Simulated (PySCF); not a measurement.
A calculated (UHF, PySCF 2.14, 6-31G*, the non-relativistic Hamiltonian (point nucleus)) atom or ion has these occupied shells.

```tsv
shell	electrons	orbital energy (eV)	rms radius, mean of both spins (bohr)
1s α	1	-2882.8	0.106
1s β	1	-2881.6	0.106
2s α	1	-316.82	0.480
2s β	1	-315.71	0.480
2p α	3	-248.21	0.451
2p β	3	-246.25	0.451
3s α	1	-57.504	1.57
3s β	1	-46.535	1.57
3p α	3	-39.700	1.72
```

(1) Name the element and its charge.

Results:

(1) Cl(2+) (chlorine, charge +2), in [Ne] 3s2 3p3, high-spin 4S determinant.
